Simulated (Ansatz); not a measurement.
Consider the homolysis of the Br–Ga bond: `[SH][Ga]([SH])[Br]` → Br• + `[SH][Ga][SH]`•.

Calculated with Ansatz (gas phase, PBE0-D4/def2-TZVP geometries, no zero-point term in ΔE). CCSD(T)/CBS is the MP2 limit (def2-TZVPP, def2-QZVPP) plus CCSD(T) − MP2 in def2-TZVPP, frozen cores. DFT in def2-TZVPP. B3LYP here is the variant with VWN-RPA as its local correlation; programs differ in this. No spin–orbit coupling; open shells (•) take unrestricted orbitals. Spin–orbit coupling would lower the free atoms: clearly for Br. For Br, Ga outer-core shells are correlated without core-valence functions, so the limit isn't a true one: a few kJ/mol of doubt a bond, and 10 to 20 or more in all where bonds break to atoms. Scalar relativity is left out up to krypton. One conformer a species, not always the lowest.

| level | ΔE (eV) | difference from CCSD(T)/CBS |
| --- | --- | --- |
| PBE-D4 | 3.98 | -0.23 |
| r2SCAN-D4 | 4.01 | -0.20 |
| PBE0-D4 | 4.01 | -0.20 |
| B3LYP-D4 | 3.85 | -0.36 |
| ωB97X-V | 4.09 | -0.12 |
| ωB97M-V | 3.97 | -0.24 |
| B2PLYP | 3.91 | -0.30 |
| PBE | 3.89 | -0.32 |
| r2SCAN | 3.99 | -0.22 |
| PBE0 | 3.93 | -0.28 |
| B3LYP | 3.71 | -0.50 |
| HF/def2-TZVPP | 3.01 | -1.20 |
| MP2/def2-TZVPP | 4.24 | 0.03 |
| SCS-MP2/def2-TZVPP | 4.10 | -0.11 |
| CCSD/def2-TZVPP | 3.94 | -0.27 |
| CCSD(T)/def2-TZVPP | 4.03 | -0.18 |
| HF/def2-QZVPP | 2.99 | -1.22 |
| MP2/def2-QZVPP | 4.34 | 0.13 |
| SCS-MP2/def2-QZVPP | 4.20 | -0.01 |
| HF/CBS(def2) | 2.98 | -1.23 |
| MP2/CBS(def2) | 4.43 | 0.22 |
| CCSD/CBS(def2) | 4.12 | -0.09 |
| CCSD(T)/CBS | 4.21 | 0 |

Largest T1 diagnostic among the species: 0.015.

The D4 term adds +0.14 eV with B3LYP and +0.08 eV with PBE0; it sums over pairs of atoms, weighted by their polarisabilities, and B3LYP, whose exchange is more repulsive, gets the larger term. From PBE to PBE0 (25 % exact exchange), in def2-TZVPP and without D4, ΔE moves by +0.04 eV.

CCSD(T)/CBS has its own doubt, a few kJ/mol and more with outer-core shells, so smaller differences from it don't rank the levels.
